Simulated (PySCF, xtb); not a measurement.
Ge(SH)2 (GeH2S2), SMILES [SH][Ge][SH] (connectivity only; charge and spin as stated), neutral, multiplicity 1. Other conformers were not sampled.

Harmonic wavenumbers (cm⁻¹) from GFN2-xTB (xtb) at its own minimum, in rising order: 135, 252, 279, 366, 379, 609, 674, 2401, 2407.

Problem. What does PBE0-D3(BJ)/def2-TZVP run with PySCF give at its own minimum? (An estimate is asked for; the answer gives what the named calculation found.)

Solution. 144, 279, 387, 390, 396, 681, 786, 2711, 2711. Paired by order, the mean absolute difference is 109 cm⁻¹ and the zero-point energies are 10.7 and 12.1 kcal/mol.
